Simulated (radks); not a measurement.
The numbers below are computed, except where a source is named.
How relativity changes the ionisation of neutral calcium ([Ar] 4s2) to Ca+ ([Ar] 4s1). Spin-unpolarised spherical Kohn-Sham, PBEsol, point nucleus unless stated (finite: rms radius 3.4776 fm), a radial shooting solver on a logarithmic mesh with Libxc functionals. A level marked "c x" has the speed of light scaled by that factor.

| level | E(Ca) (hartree) | E(Ca+) (hartree) | IE (eV) | HOMO | <r> HOMO (bohr) |
|---|---|---|---|---|---|
| non-rel. | -676.50092 | -676.27006 | 6.282 | 4s | 4.027 |
| scalar-rel. | -679.46832 | -679.23660 | 6.305 | 4s | 4.011 |
| scalar-rel., finite nucleus | -679.46720 | -679.23549 | 6.305 | 4s | 4.011 |
| Dirac | -679.47283 | -679.24111 | 6.305 | 4s1/2 | 4.011 |
| Dirac, finite nucleus | -679.47171 | -679.23999 | 6.305 | 4s1/2 | 4.011 |
| Dirac, c x 1.5 | -677.81413 | -677.58289 | 6.292 | 4s1/2 | 4.020 |
| Dirac, c x 10 | -676.53034 | -676.29947 | 6.282 | 4s1/2 | 4.027 |
| Dirac, c x 100 | -676.50122 | -676.27036 | 6.282 | 4s1/2 | 4.027 |

NIST Atomic Spectra Database: 6.113 eV (measured). The relativistic part of the total energy of Ca is -2.971 hartree (Dirac, finite nucleus), 0.44 % of the non-relativistic value. Spin polarisation and multiplet splitting of open shells are left out at every level.

Beside tabulated values, note that spin-unpolarised runs miss the spin-polarisation part of the exchange energy of open shells.
